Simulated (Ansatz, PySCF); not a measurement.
Ga(H)2(OEt) (C2H7GaO), SMILES CC[O][GaH2].

Geometry optimised at TPSSh-D3(BJ)/def2-SVP. The values are those of a single conformer.

Vertical ionisation energy (IE) and electron affinity (EA) in eV. Rows of orbital energies are one-electron estimates. Where ΔSCF, EOM or ADC give a negative EA the extra electron is unbound and the value depends on the basis.

```tsv
level	IE	EA
−ε(HOMO), −ε(LUMO), HF/def2-TZVP (PySCF)	11.32	-1.53
−ε(HOMO), −ε(LUMO), PBE/def2-TZVP (PySCF)	?	?
ΔSCF, CAM-B3LYP/def2-SVPD (Ansatz), final states of multiplicity 2 and 2	10.03	-0.48
ΔSCF, PBE/def2-SVPD (Ansatz), final states of multiplicity 2 and 2	9.55	-0.42
```

Problem. What belongs in the gaps? (The exact figures need the calculation; the answer reports its results.)

Solution. 
- −ε(HOMO), −ε(LUMO), PBE/def2-TZVP (PySCF), IE: 6.33
- −ε(HOMO), −ε(LUMO), PBE/def2-TZVP (PySCF), EA: 1.91

Problem. What vertical singlet–triplet gap does ΔSCF give with CAM-B3LYP/def2-SVPD (Ansatz, a program for electronic structure) and with PBE/def2-SVPD (Ansatz)? (The exact figures need the calculation; the answer reports its results.)

Solution. 5.24 and 4.60 eV (triplet above singlet where positive).
